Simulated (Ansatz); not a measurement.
Total energies of Ca₂Si₂⁺ from Ansatz at PBE0-D4/def2-TZVP, gas phase (1 Eh = 27.2114 eV = 2625.5 kJ/mol). The reference geometry is relaxed at r2SCAN-D4/def2-TZVP.

Cartesian coordinates in Å:
```
Ca -2.0469 -0.5193 1.3433
Ca 2.0477 0.4976 -1.3503
Si 0.6414 -0.2486 0.8811
Si -0.6421 0.2703 -0.8741
```

| state | geometry | energy (Eh) |
| --- | --- | --- |
| charge 1 doublet | reference | -1933.36400 |
| charge 0 triplet | reference | -1933.52853 |
| charge 1 quartet | relaxed at r2SCAN-D4/def2-TZVP | -1933.31541 |

(1) Work out the vertical electron affinity, to the triplet.

(2) Which of the charge 1 states is lowest, and how far above it are the others?

(1) E(charge 1 doublet) − E(charge 0 triplet) = -1933.36400 − (-1933.52853) = 0.16453 Eh = 4.48 eV.

(2) The doublet. quartet: -1933.31541 − (-1933.36400) = 0.04859 Eh = 127.6 kJ/mol.

The structure comes from a short search, and lower isomers may exist.
